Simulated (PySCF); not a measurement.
B(F)(Cl)(NMe2) (C2H6BClFN), SMILES CN(C)B(F)Cl. Geometry optimised at PBE-D3(BJ)/def2-SVP. One conformer was computed; it need not be the lowest.

All values below come from PBE-D3(BJ)/def2-SVP in PySCF.

Harmonic wavenumbers (cm⁻¹): 107, 161, 191, 220, 272, 325, 394, 420, 560, 606, 934, 1047, 1076, 1103, 1135, 1215, 1255, 1377, 1396, 1410, 1418, 1421, 1422, 1539, 2934, 2940, 2995, 3002, 3100, 3101. Rotational constants (GHz): 4.033, 2.132, 1.420; symmetry number 1.

Question: Work out the zero-point energy and the ideal-gas rigid-rotor harmonic-oscillator thermochemistry at 298.15 K and 1 atm.

Answer: ZPE = ½ Σ hcν = ½ × 39076 cm⁻¹ = 233.73 kJ/mol. H − E(el) = 255.38 kJ/mol. Entropy in J/(mol K): translation 167.29, rotation 115.76, vibration 68.27, total 351.33. G − E(el) = 150.63 kJ/mol. Cp = 110.91 J/(mol K). Modes under 150 cm⁻¹ make the vibrational entropy uncertain.
